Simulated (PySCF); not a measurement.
Compound: C6H6N4.
Geometry (GFN2-xTB, Å), atoms numbered from 1 in this order:
```
atom  x, y, z in Å
N1     3.5777    2.3121   -1.0031
C2     2.8366    1.5321   -0.6088
C3     1.9653    0.5465   -0.1192
C4     2.2856   -0.7136    0.4203
N5     1.1523   -1.3106    0.7444
N6     0.2139   -0.4541    0.4166
C7    -1.1560   -0.7517    0.6013
C8    -2.0940    0.3677    0.9464
C9    -2.1357   -0.2444   -0.4167
N10    0.6338    0.6643   -0.1002
H11    3.2403   -1.1712    0.5703
H12   -1.2752   -1.7302    1.0448
H13   -1.6641    1.3529    1.0377
H14   -2.8934    0.1596    1.6401
H15   -2.9637   -0.8818   -0.6833
H16   -1.7311    0.3313   -1.2346
```

Computed at PBE0/pcSseg-1 (PySCF, non-relativistic), with Q(14N) = 0.02044 b: N1, 14N (I = 1): χzz = -4.731 MHz, η = 0.171; N5, 14N (I = 1): χzz = -5.161 MHz, η = 0.391; N6, 14N (I = 1): χzz = -2.922 MHz, η = 0.648; N10, 14N (I = 1): χzz = -4.940 MHz, η = 0.415.

Question: Find the zero-field quadrupole resonance frequencies of 14N at N1.

Answer: From ν± = (3/4)|χ|(1 ± η/3) and ν0 = |χ|η/2: ν+ 3.750 MHz, ν− 3.347 MHz, ν0 0.403 MHz (nitrile nitrogen).

Question: Find the zero-field quadrupole resonance frequencies of 14N at N5.

Answer: From ν± = (3/4)|χ|(1 ± η/3) and ν0 = |χ|η/2: ν+ 4.376 MHz, ν− 3.365 MHz, ν0 1.010 MHz (pyridine-type nitrogen).

Question: Find the zero-field quadrupole resonance frequencies of 14N at N6.

Answer: From ν± = (3/4)|χ|(1 ± η/3) and ν0 = |χ|η/2: ν+ 2.665 MHz, ν− 1.719 MHz, ν0 0.946 MHz (pyrrole-type nitrogen).

Question: Find the zero-field quadrupole resonance frequencies of 14N at N10.

Answer: From ν± = (3/4)|χ|(1 ± η/3) and ν0 = |χ|η/2: ν+ 4.218 MHz, ν− 3.192 MHz, ν0 1.026 MHz (pyridine-type nitrogen).

In a crystal, neighbours and librations shift these lines. The structure is a single GFN2-xTB conformer in the gas phase; no vibrational or solvent corrections. GFN2-xTB bond lengths can be off by several hundredths of an ångström, more for odd bonds, and the gradients follow them. The basis is small and wasn't made for field gradients, so the couplings can be 20 % off.
